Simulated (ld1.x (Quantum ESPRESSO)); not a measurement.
# indium: excitation energies, all-electron against TM

In (Z = 49), norm-conserving Troullier–Martins (Kleinman–Bylander form), made with ld1.x (Quantum ESPRESSO) 7.5 (PBE, scalar-relativistic). Core [Kr] 4d10, reference 5s2 5p1. Waves: 5s (bound): rc 1.75 bohr; 5p (bound): rc 2.75 bohr; 5d channel at 0.2 Ry: rc 2.65 bohr. Local part: all-electron potential smoothed inside 1.85 bohr (lloc = -2). Core correction: none.

Energies are relative to the spin-unpolarised reference configuration 5s2 5p1; without spin polarisation the order of configurations can differ from experiment.

```
valence configuration  charge  ΔE all-electron (eV)  error AE − PS (meV)
              5s1 5p0      +2                24.598                 +120
            5s2 5p0.5    +0.5                 1.940                 +3.9
              5s1 5p2       0                 5.841                  +22
              5s1 5p1      +1                11.956                  +14
              5s0 5p3       0                11.947                 +112
            5s2 5p1.3    -0.3                -0.532                 +0.9
```

(1) What are ΔE and the potential's error for 5s2 5p0?

Answers

(1) ΔE = 5.363 eV all-electron; the error (AE − PS) is +23 meV.
